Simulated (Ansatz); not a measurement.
A run on CH₅AlGaNO with other settings.

```yaml
crystal:
  periodic: [false, false, false]
  atoms:
    - {symbol: N, position_ang: [-0.647699, 1.072155, 2.230355]}
    - {symbol: Ga, position_ang: [-0.392138, -0.278459, 1.488757]}
    - {symbol: C, position_ang: [-0.130232, -0.308443, -0.515673]}
    - {symbol: O, position_ang: [-0.747745, -0.558446, -1.607931]}
    - {symbol: Al, position_ang: [0.819925, -0.497977, -2.332122]}
    - {symbol: H, position_ang: [-0.451880, 1.283846, 3.123792]}
    - {symbol: H, position_ang: [0.070328, 2.070030, 1.696319]}
    - {symbol: H, position_ang: [-0.819843, -1.618357, 2.271817]}
    - {symbol: H, position_ang: [1.423894, 0.881892, -2.704039]}
    - {symbol: H, position_ang: [1.100868, -1.954641, -2.617923]}
basis:
  gaussian: {orbitals: ANO-RCC-VTZP}
total_charge: -1
magnetization: {spin_polarized: false, initial_magnetization: 1}
hamiltonian: {xc: {name: LC-wPBE}}
output: {forces: true}
```

```sh
$ ansatz run in.yaml --threads 4 --pin off --events-out ev --progress --plain --max-ram 10444MiB
```

Shortened log:

```
Functional definition: LC-wPBE
1750 factors; their error is unknown
568 factors; integrals over basis functions are off by at most 5.2e-5 eV
mean field evaluation 1: about -64146.0158 eV, gradient 4.9e1 eV
mean field evaluation 2: about -64145.3808 eV, gradient 6.2e1 eV
mean field evaluation 4: about -64150.3046 eV, gradient 3.7e0 eV
mean field evaluation 8: about -64150.3719 eV, gradient 3.9e-1 eV
mean field evaluation 16: about -64150.3369 eV, gradient 7.2e-3 eV
mean field -64150.33687815 eV, -2357.4813976121 hartree, gradient 2.8e-5 eV, S^2 0.750000; 2 other end points of the search recorded, 0 dependent functions left out
reference -64150.33687817 eV, -2357.4813976126 hartree; 36, 35 occupied and 201, 202 virtual orbitals, 1750 factors
Total energy: -64150.33687817 eV, -2357.4813976126 hartree
Relativity: scalar
Atom 0 at    -0.647699     1.072155     2.230355 Å, force     1.739918    13.523250    -0.113707 eV/Å
Atom 1 at    -0.392138    -0.278459     1.488757 Å, force     0.362278   -10.751712    -8.066909 eV/Å
Atom 2 at    -0.130232    -0.308443    -0.515673 Å, force     3.493526     1.277350     3.886297 eV/Å
Atom 3 at    -0.747745    -0.558446    -1.607931 Å, force    -4.699172    -0.872224    -2.370468 eV/Å
Atom 4 at     0.819925    -0.497977    -2.332122 Å, force     0.570473     0.742141     2.540004 eV/Å
Atom 5 at    -0.451880     1.283846     3.123792 Å, force     0.419943     0.558494     4.104696 eV/Å
Atom 6 at     0.070328     2.070030     1.696319 Å, force    -3.260530    -4.094082     1.696762 eV/Å
Atom 7 at    -0.819843    -1.618357     2.271817 Å, force     0.319522     0.332988     0.079847 eV/Å
Atom 8 at     1.423894     0.881892    -2.704039 Å, force     0.293789     0.381190    -0.882960 eV/Å
Atom 9 at     1.100868    -1.954641    -2.617923 Å, force     0.760254    -1.097394    -0.873564 eV/Å
Dipole moment:    -0.051467     0.486718     1.154200 e Å
```

Run time 17 s (4 threads of an Arm Neoverse V2 on a shared host); peak host memory 1.1 GiB.
